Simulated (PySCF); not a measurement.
One of the candidates below gave these computed data.

All candidates are C6H7NS.

- 13C NMR: chemical shifts (computed TMS as zero) by class: 148.7 (1 C), 132.0 (2 C), 127.4 (1 C), 117.6 (2 C) ppm [GIAO PBE0/pcSseg-1]
- Dipole: 2.85 D [PBE0/def2-SVPD]
- UV, strongest line: among the 6 lowest singlet transitions: S3 at 5.07 eV (245 nm, f = 0.304) [TDDFT PBE0/def2-SVPD]
- UV, first state: lowest singlet excitation: 4.26 eV (291 nm, f = 0.029) [TDDFT PBE0/def2-SVPD]
- 1H NMR: chemical shifts (computed TMS as zero) by class: 7.07 (2 H), 6.59 (2 H), 3.30 (1 H), 3.24 (2 H) ppm [GIAO PBE0/pcSseg-1]
- NMR, other nuclei: isotropic shieldings of nuclei other than C and H, by class: 193 (1 N), 516 (1 S) ppm [GIAO PBE0/pcSseg-1]
- Triplet: lowest triplet excitation (Tamm–Dancoff): 3.44 eV [TDA PBE0/def2-SVPD]
- Rotational structure: rotational constants A, B, C: 5.565, 0.994, 0.844 GHz [GFN2-xTB]

Electronic properties: PySCF, gas phase, density fitting. Levels stand in brackets. The structure is a single GFN2-xTB conformer in the gas phase; no vibrational or solvent corrections. NMR classes are plain means over equivalent atoms (diastereotopic ones count apart unless rotation or inversion swaps them), as if these changed places fast.

**Question.** Which candidate is it?
A. `C=Nc1cscc1C`
B. `CSc1ccccn1`
C. `Nc1ccc(S)cc1`

**Answer.** C. It is `Nc1ccc(S)cc1`. Numbering: `[NH2:1][c:2]1[cH:3][cH:4][c:5]([SH:6])[cH:7][cH:8]1`. Its formula, C6H7NS, gives 4 degrees of unsaturation: 1 ring and 3 π bonds in the structure found (Kekulé form). 6 carbons fall into 4 classes; from least to most shielded: aromatic carbon bearing nitrogen [C2] (148.7 ppm), aromatic CH carbon [C4/C7] (132.0 ppm, 2 C, up to 2.2 ppm apart in this geometry), substituted aromatic carbon [C5] (127.4 ppm), aromatic CH carbon [C3/C8] (117.6 ppm, 2 C). Hydrogen classes from least to most shielded: 2 H on 2 aromatic CH carbons, C4/C7 (7.07 ppm), 2 H on 2 aromatic CH carbons, C3/C8 (6.59 ppm), 1 H on a thiol sulfur, S6 (3.30 ppm), 2 H on an aniline-type nitrogen, N1 (3.24 ppm). The other shieldings belong to: 193 ppm, aniline-type nitrogen [N1]; 516 ppm, thiol sulfur [S6]. S1 is mainly HOMO→LUMO (weight 0.95); the largest Löwdin shares of the orbital it empties are 0.26 on the thiol sulfur, 0.17 on the aniline-type nitrogen, 0.14 on the substituted aromatic carbon and 0.11 on the aromatic carbon bearing nitrogen, of the orbital it fills 0.18 on each of 3 atoms of one kind (aromatic CH carbon) and 0.17 on an aromatic CH carbon. By its constants the optimised geometry is an asymmetric top.

The others, at the same levels:
- `CSc1ccccn1` fails: it has 6 carbon classes against 4; its computed 13C shifts are 169.3 (1 C), 155.3 (1 C), 141.1 (1 C), 125.9 (1 C), 122.1 (1 C), 19.7 (1 C) ppm, 1H shifts are 8.70 (1 H), 7.70 (1 H), 7.37 (1 H), 6.97 (1 H), 2.53 (3 H) ppm and lowest singlet excitation is 4.49 eV (276 nm, f = 0.035) (against 4.26 eV).
- `C=Nc1cscc1C` fails: it has 6 carbon classes against 4; its computed 13C shifts are 155.9 (1 C), 152.3 (1 C), 141.9 (1 C), 128.7 (1 C), 115.3 (1 C), 16.9 (1 C) ppm, 1H shifts are 7.90 (1 H), 7.29 (1 H), 6.82 (1 H), 6.62 (1 H), 2.44 (3 H) ppm and rotational constant A is 2.731 GHz (against 5.565 GHz).

Each candidate is one conformer, not necessarily the lowest. Dipoles, sizes and rotational constants follow the conformer. The torsions of the flexible species, by atom-mapped SMILES:
- `[NH2:1][c:2]1[cH:3][cH:4][c:5]([SH:6])[cH:7][cH:8]1`: H–N1–C2–C3 22°, H–N1–C2–C3 162°, H–S6–C5–C4 1°
- `[CH3:1][S:2][c:3]1[cH:4][cH:5][cH:6][cH:7][n:8]1`: C1–S2–C3–C4 180°
- `[CH2:1]=[N:2][c:3]1[cH:4][s:5][cH:6][c:7]1[CH3:8]`: C1–N2–C3–C4 36°
